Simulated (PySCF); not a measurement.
# Working out the ionisation energy of B⁺

B⁺ [He] 2s2 (1S) → B²⁺ [He] 2s1 (2S). All numbers are calculated (PySCF 2.14, the spin-free X2C one-electron Hamiltonian (Gaussian nucleus), in ANO-RCC-VTZP). Frozen: nothing. Energies in hartree (1 hartree = 27.21139 eV):

| part | B⁺ (lower) | B²⁺ (upper) |
| --- | --- | --- |
| UHF | -24.244276 | -23.382334 |
| CCSD correlation | -0.084459 | -0.024451 |
| (T) | -0.000452 | -0.000010 |

**Question.** What does Hartree-Fock give?

**Answer.** (-23.382334) − (-24.244276) = 0.861942 hartree = 23.455 eV.

**Question.** What do CCSD and CCSD(T) give?

**Answer.** The CCSD correlation energies differ by 0.060008 hartree = 1.633 eV and the triples by 0.000442 hartree = 0.012 eV, so CCSD gives 25.088 eV and CCSD(T) 25.100 eV.

Measured between the centres of the two terms (NIST): 25.155 eV, so CCSD(T) (valence and next inner shell) is off by -0.055 eV.

The coupled-cluster amplitudes are large, so a single reference is strained.

What remains against the reference includes basis incompleteness and higher excitations.
